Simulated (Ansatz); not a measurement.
Level of theory: frozen-core CCSD(T)/cc-pVTZ // PBE0-D3(BJ)/def2-TZVP in Ansatz (a program for electronic structure).

Ansatz 0.2 input:
```yaml
crystal:
  periodic: [false, false, false]
  atoms:
    - { symbol: F, position_ang: [-0.526343, -0.728354, -1.007815] }
    - { symbol: C, position_ang: [-0.076661, 0.004532, -0.003975] }
    - { symbol: F, position_ang: [-0.451148, 1.257923, -0.19319] }
    - { symbol: F, position_ang: [-0.619241, -0.435166, 1.118214] }
    - { symbol: Cl, position_ang: [1.673392, -0.098935, 0.086765] }
basis:
  gaussian: { orbitals: cc-pVTZ }
correlation:
  method: ccsd_t
```

Output:

```
Functional definition: HF
965 factors; integrals over basis functions are off by at most 8.8e-4 eV
mean field evaluation 1: about -21651.6234 eV, gradient 4.7e1 eV
mean field evaluation 2: about -21651.8020 eV, gradient 4.7e1 eV
mean field evaluation 4: about -21655.7188 eV, gradient 2.9e0 eV
mean field evaluation 8: about -21655.7617 eV, gradient 2.3e-1 eV
mean field evaluation 16: about -21651.6244 eV, gradient 4.7e1 eV
mean field -21655.76195326 eV, -795.8345729796 hartree, gradient 1.8e-6 eV, S^2 0.000000; 0 other end points of the search recorded, 0 dependent functions left out
9 core orbitals not correlated
reference -21655.76195326 eV, -795.8345729796 hartree; 16, 16 occupied and 129, 129 virtual orbitals, 965 factors
second order -29.74666230 eV of doubles, -0.00000000 eV of singles
cycle   1  -29.42184823 eV  change    3.2e-1 eV  update   1.0e-1
cycle   2  -30.00659999 eV  change   -5.8e-1 eV  update   2.9e-2
cycle   3  -30.13050864 eV  change   -1.2e-1 eV  update   1.3e-2
cycle   4  -30.11096207 eV  change    2.0e-2 eV  update   2.7e-3
cycle   5  -30.11019815 eV  change    7.6e-4 eV  update   1.2e-3
cycle   6  -30.11096806 eV  change   -7.7e-4 eV  update   3.3e-4
cycle   7  -30.11070489 eV  change    2.6e-4 eV  update   1.3e-4
cycle   8  -30.11063515 eV  change    7.0e-5 eV  update   2.6e-5
cycle   9  -30.11064862 eV  change   -1.3e-5 eV  update   9.4e-6
perturbative correction -1.04556980 eV, -0.0384239813 hartree
Total energy: -21686.91817167 eV, -796.9795428878 hartree
```

Cost: around 30 core-seconds (rough).
